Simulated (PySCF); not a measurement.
## Broadened absorption spectrum of C2H13NOSi3

Species: C₂H₁₃NOSi₃.
SMILES: `CO[SiH2]N([SiH3])[SiH2]C`

Theory: PySCF, TDDFT PBE0/def2-SVPD, vertical, gas phase, core orbitals frozen in the response. The structure is a single PBE0-D3(BJ)/def2-SVP conformer in the gas phase; no vibrational or solvent corrections. Torsions of this conformer, `[CH3:1][O:2][SiH2:3][N:4]([SiH3:5])[SiH2:6][CH3:7]`: C1–O2–Si3–N4 177°, O2–Si3–N4–Si5 -179°, Si3–N4–Si6–C7 179°.

Broadening: Gaussians 0.5 eV wide at half height, area fixed by f = 4.319×10⁻⁹ ∫ε dν̃. The width is an assumption, not a result. The curve ends short of the highest state used, and states not computed would add to its high-energy end.

| E (eV) | ε (L mol⁻¹ cm⁻¹) |
| --- | --- |
| 5.37 | 0 |
| 5.40 | 0 |
| 5.44 | 0 |
| 5.47 | 0 |
| 5.50 | 0 |
| 5.54 | 1 |
| 5.57 | 1 |
| 5.60 | 1 |
| 5.64 | 2 |
| 5.67 | 2 |
| 5.71 | 4 |
| 5.74 | 5 |
| 5.77 | 6 |
| 5.81 | 8 |
| 5.84 | 10 |
| 5.87 | 12 |
| 5.91 | 16 |
| 5.94 | 19 |
| 5.97 | 22 |
| 6.01 | 28 |
| 6.04 | 34 |
| 6.07 | 41 |
| 6.11 | 54 |
| 6.14 | 68 |
| 6.17 | 88 |
| 6.21 | 125 |
| 6.24 | 164 |
| 6.28 | 236 |
| 6.31 | 309 |
| 6.34 | 401 |
| 6.38 | 557 |
| 6.41 | 703 |
| 6.44 | 874 |
| 6.48 | 1140 |
| 6.51 | 1366 |
| 6.54 | 1608 |
| 6.58 | 1945 |
| 6.61 | 2197 |
| 6.64 | 2437 |
| 6.68 | 2720 |
| 6.71 | 2891 |
| 6.74 | 3016 |
| 6.78 | 3104 |
| 6.81 | 3104 |
| 6.85 | 3022 |
| 6.88 | 2903 |
| 6.91 | 2744 |
| 6.95 | 2487 |
| 6.98 | 2276 |
| 7.01 | 2062 |
| 7.05 | 1790 |
| 7.08 | 1609 |
| 7.11 | 1455 |
| 7.15 | 1300 |
| 7.18 | 1225 |
| 7.21 | 1184 |

(1) Locate the maxima and give the states behind the curve.

(2) Coming from long wavelengths, where does ε first pass 100 L mol⁻¹ cm⁻¹?

(3) On this curve, what absorbance would a 10⁻⁵ mol/L sample give at 193 nm over a 1 cm path?

Results:

(1) 182 nm (6.80 eV), ε about 3100, made up of S3 (95%) (ε in L mol⁻¹ cm⁻¹; maxima over ε = 5, shares over 10%). The states used: S1 6.12 eV (f 0.0004); S2 6.56 eV (f 0.0026); S3 6.79 eV (f 0.055); S4 7.06 eV (f 0.0002); S5 7.14 eV (f 0.0045); S6 7.39 eV (f 0.0006); S7 7.50 eV (f 0.0079); S8 7.54 eV (f 0.020); S9 7.77 eV (f 0.0001); S10 7.81 eV (f 0.0036).

(2) At about 200 nm (6.19 eV), 0.07 eV above S1.

(3) 193 nm is 6.424 eV, where ε is about 780 L mol⁻¹ cm⁻¹, so A = ε c l ≈ 0.0078 (Beer–Lambert, with the gas-phase spectrum and the assumed width).

The vertical ionisation energy (ΔSCF) is 9.00 eV, 1.19 eV above S10.

Without π bonds the low states are Rydberg-like; a valence basis with one diffuse set may place them up to an eV too high.
